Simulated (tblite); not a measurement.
C₆H₉F₃Se.
SMILES with atom numbers: `[CH2:1]=[C:2]([CH2:3][CH2:4][C:5]([F:6])([F:7])[F:8])[Se:9][CH3:10]` (hydrogens: H11, H12 on C1; H13, H14 on C3; H15, H16 on C4; H17, H18, H19 on C10)

Computed with GFN2-xTB (tblite), gas phase: L-BFGS steps from a force-field or distance-geometry start until the largest atomic force falls under 0.01 eV/Å.

The end geometry, which sets the zero of energy:
```
atom  x, y, z in Å
C1      1.1732    1.0617   -0.8660
C2      0.4800    0.6480    0.1856
C3     -0.8996    1.1639    0.5052
C4     -1.9668    0.5484   -0.4070
C5     -2.0380   -0.9604   -0.2710
F6     -3.1424   -1.4514   -0.8645
F7     -2.0835   -1.3673    1.0042
F8     -1.0027   -1.5912   -0.8428
Se9     1.0855   -0.6679    1.4367
C10     2.8268   -1.1216    0.6994
H11     0.7748    1.8126   -1.5286
H12     2.1471    0.6811   -1.1133
H13    -0.9261    2.2475    0.3742
H14    -1.1434    0.9361    1.5475
H15    -1.7540    0.7685   -1.4545
H16    -2.9527    0.9418   -0.1523
H17     2.6952   -1.5373   -0.2966
H18     3.2619   -1.8684    1.3584
H19     3.4551   -0.2349    0.6779
```

Question: These geometries come from the run, each turned onto the end geometry. Order them by energy, lowest first.
A.
```
atom  x, y, z in Å
C1      1.3129    1.2914   -0.7296
C2      0.5143    0.6573    0.1183
C3     -0.8935    1.1178    0.3851
C4     -1.9130    0.3980   -0.5116
C5     -2.2498   -1.0260   -0.0935
F6     -3.5075   -1.3506   -0.4570
F7     -2.1730   -1.2175    1.2305
F8     -1.4589   -1.9474   -0.6600
Se9     1.0081   -0.9054    1.1029
C10     2.8859   -1.1116    0.6213
H11     0.9982    2.1895   -1.2355
H12     2.3017    0.9412   -0.9584
H13    -0.9622    2.1853    0.1651
H14    -1.1520    0.9706    1.4368
H15    -1.5295    0.3588   -1.5319
H16    -2.8563    0.9444   -0.5162
H17     2.9829   -1.1483   -0.4632
H18     3.2180   -2.0546    1.0587
H19     3.4641   -0.2836    1.0306
```
B.
```
atom  x, y, z in Å
C1      1.3164    1.3625   -0.6703
C2      0.4824    0.6123    0.0304
C3     -0.9200    1.1552    0.2200
C4     -2.0506    0.3814   -0.4632
C5     -2.2942   -1.0316   -0.0024
F6     -3.3422   -1.5081   -0.6807
F7     -2.6107   -1.0769    1.2989
F8     -1.2986   -1.8893   -0.2315
Se9     1.1018   -1.0195    0.8743
C10     3.0639   -1.1922    0.6208
H11     0.9259    2.2709   -1.0827
H12     2.3269    1.0591   -0.8116
H13    -0.9402    2.1346   -0.2615
H14    -1.0926    1.3020    1.2852
H15    -1.8732    0.3325   -1.5351
H16    -2.9911    0.8988   -0.2867
H17     3.3301   -0.7734   -0.3354
H18     3.2337   -2.2618    0.5830
H19     3.6226   -0.7475    1.4408
```
C.
```
atom  x, y, z in Å
C1      1.4029    1.3770   -0.7240
C2      0.5524    0.6596    0.0003
C3     -0.8716    1.0961    0.2489
C4     -2.0073    0.3641   -0.4841
C5     -2.3344   -1.0385   -0.0034
F6     -3.4584   -1.5147   -0.5813
F7     -2.5650   -1.1084    1.3127
F8     -1.3957   -1.9455   -0.2936
Se9     1.0556   -0.9266    0.9557
C10     2.9726   -1.1407    0.6213
H11     1.0878    2.2843   -1.2172
H12     2.4317    1.0877   -0.8735
H13    -0.9338    2.1368   -0.0742
H14    -1.1017    1.0483    1.3185
H15    -1.8256    0.2936   -1.5552
H16    -2.9257    0.9369   -0.3372
H17     3.2213   -0.7459   -0.3621
H18     3.1613   -2.2158    0.6239
H19     3.5239   -0.6392    1.4171
```
D.
```
atom  x, y, z in Å
C1      1.2279    1.1409   -0.8498
C2      0.4828    0.6523    0.1314
C3     -0.8965    1.1735    0.4468
C4     -1.9889    0.5180   -0.4080
C5     -2.0568   -0.9846   -0.2275
F6     -3.1983   -1.4931   -0.7244
F7     -2.0122   -1.3580    1.0578
F8     -1.0658   -1.6262   -0.8580
Se9     1.0078   -0.7737    1.3005
C10     2.8152   -1.1469    0.6992
H11     0.8660    1.9515   -1.4621
H12     2.2094    0.7703   -1.0840
H13    -0.9370    2.2491    0.2615
H14    -1.1081    0.9935    1.5047
H15    -1.8031    0.7033   -1.4652
H16    -2.9643    0.9261   -0.1405
H17     2.7918   -1.4943   -0.3301
H18     3.1941   -1.9395    1.3421
H19     3.4264   -0.2529    0.7979
```
E.
```
atom  x, y, z in Å
C1      1.1940    1.0899   -0.8701
C2      0.4806    0.6455    0.1561
C3     -0.8960    1.1717    0.4718
C4     -1.9831    0.5373   -0.4046
C5     -2.0398   -0.9718   -0.2597
F6     -3.1778   -1.4653   -0.7834
F7     -2.0086   -1.3769    1.0166
F8     -1.0385   -1.6015   -0.8894
Se9     1.0536   -0.7036    1.3893
C10     2.8257   -1.1314    0.7151
H11     0.8060    1.8650   -1.5118
H12     2.1699    0.7138   -1.1172
H13    -0.9178    2.2517    0.3122
H14    -1.1283    0.9723    1.5219
H15    -1.8095    0.7521   -1.4603
H16    -2.9630    0.9237   -0.1174
H17     2.7437   -1.4792   -0.3119
H18     3.2130   -1.9283    1.3464
H19     3.4662   -0.2558    0.7887
```

Answer: E (0.004 eV), D (0.010 eV), A (0.066 eV), C (0.197 eV), B (0.439 eV).

In the order of the answer:

```json
{"step": "103", "E above end (eV)": "0.004", "largest force (eV/Å)": "0.04", "rms force component (eV/Å)": "0.013", "rms distance from end (Å)": "0.060", "rms bond change (Å)": "0.001", "bond most changed (Å)": "C2–Se9 +0.001"}
{"step": "94", "E above end (eV)": "0.010", "largest force (eV/Å)": "0.08", "rms force component (eV/Å)": "0.029", "rms distance from end (Å)": "0.104", "rms bond change (Å)": "0.002", "bond most changed (Å)": "Se9–C10 -0.004"}
{"step": "50", "E above end (eV)": "0.066", "largest force (eV/Å)": "0.15", "rms force component (eV/Å)": "0.049", "rms distance from end (Å)": "0.363", "rms bond change (Å)": "0.003", "bond most changed (Å)": "C4–C5 +0.005"}
{"step": "14", "E above end (eV)": "0.197", "largest force (eV/Å)": "0.25", "rms force component (eV/Å)": "0.090", "rms distance from end (Å)": "0.540", "rms bond change (Å)": "0.004", "bond most changed (Å)": "Se9–C10 +0.013"}
{"step": "3", "E above end (eV)": "0.439", "largest force (eV/Å)": "0.63", "rms force component (eV/Å)": "0.200", "rms distance from end (Å)": "0.571", "rms bond change (Å)": "0.013", "bond most changed (Å)": "Se9–C10 +0.041"}
```

What follows is the cost of the whole relaxation. Time: 0.91 s wall. Hardware: one thread of an Arm Neoverse V2, on a shared host.
